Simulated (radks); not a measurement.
Computed order of ionisation of potassium. At each step one electron was removed from each of the four highest sub-shells of the ion before, moves of one valence electron (up to charge 6) and the configuration listed by NIST were tried, and the lowest configuration was kept. All-electron calculation, scalar-relativistic Kohn-Sham, LDA (Slater exchange, Perdew-Wang correlation), spin-polarised, spherical densities, finite nucleus; Fermi nuclear charge, rms radius of each element as measured or else 0.836 A^(1/3) + 0.57 fm. Program: a radial shooting solver on a logarithmic mesh with Libxc functionals. Open shells are filled with parallel spins first.

[
 {"species": "K", "lowest configuration found": "[Ar] 4s1", "NIST configuration": "same", "margin to the next tried (eV)": "1.671", "IE (eV)": "4.549", "NIST IE (eV)": "4.341", "kind": "exp."},
 {"species": "K+", "lowest configuration found": "[Ar]", "NIST configuration": "same", "margin to the next tried (eV)": "20.020", "IE (eV)": "31.734", "NIST IE (eV)": "31.625", "kind": "exp."},
 {"species": "K2+", "lowest configuration found": "[Ne] 3s2 3p5", "NIST configuration": "same", "margin to the next tried (eV)": "16.892", "IE (eV)": "45.971", "NIST IE (eV)": "45.803", "kind": "semi-emp."},
 {"species": "K3+", "lowest configuration found": "[Ne] 3s2 3p4", "NIST configuration": "same", "margin to the next tried (eV)": "17.344", "IE (eV)": "61.028", "NIST IE (eV)": "60.92", "kind": "semi-emp."},
 {"species": "K4+", "lowest configuration found": "[Ne] 3s2 3p3", "NIST configuration": "same", "margin to the next tried (eV)": "17.748", "IE (eV)": "81.875", "NIST IE (eV)": "82.7", "kind": "semi-emp."},
 {"species": "K5+", "lowest configuration found": "[Ne] 3s2 3p2", "NIST configuration": "same", "margin to the next tried (eV)": "12.518", "IE (eV)": "99.600", "NIST IE (eV)": "99.4", "kind": "semi-emp."},
 {"species": "K6+", "lowest configuration found": "[Ne] 3s2 3p1", "NIST configuration": "same", "margin to the next tried (eV)": "14.073", "IE (eV)": "117.85", "NIST IE (eV)": "117.6", "kind": "exp."},
 {"species": "K7+", "lowest configuration found": "[Ne] 3s2", "NIST configuration": "same", "margin to the next tried (eV)": "16.041", "IE (eV)": "154.93", "NIST IE (eV)": "154.87", "kind": "semi-emp."},
 {"species": "K8+", "lowest configuration found": "[Ne] 3s1", "NIST configuration": "same", "margin to the next tried (eV)": "291.00", "IE (eV)": "176.65", "NIST IE (eV)": "175.82", "kind": "semi-emp."},
 {"species": "K9+", "lowest configuration found": "[Ne]", "NIST configuration": "same", "margin to the next tried (eV)": "297.47", "IE (eV)": "504.28", "NIST IE (eV)": "503.7", "kind": "semi-emp."},
 {"species": "K10+", "lowest configuration found": "[He] 2s2 2p5", "NIST configuration": "same", "margin to the next tried (eV)": "67.527", "IE (eV)": "566.07", "NIST IE (eV)": "566", "kind": "semi-emp."},
 {"species": "K11+", "lowest configuration found": "[He] 2s2 2p4", "NIST configuration": "same", "margin to the next tried (eV)": "63.919", "IE (eV)": "628.69", "NIST IE (eV)": "631", "kind": "semi-emp."},
 {"species": "K12+", "lowest configuration found": "[He] 2s2 2p3", "NIST configuration": "same", "margin to the next tried (eV)": "60.087", "IE (eV)": "716.92", "NIST IE (eV)": "714.7", "kind": "semi-emp."},
 {"species": "K13+", "lowest configuration found": "[He] 2s2 2p2", "NIST configuration": "same", "margin to the next tried (eV)": "28.445", "IE (eV)": "787.58", "NIST IE (eV)": "786.3", "kind": "semi-emp."}
]

Reference values: NIST Atomic Spectra Database (exp. = measured, semi-emp. = semi-empirical, theory = theoretical value adopted there). Open shells are spherical and high-spin; term and fine-structure splittings are not resolved.
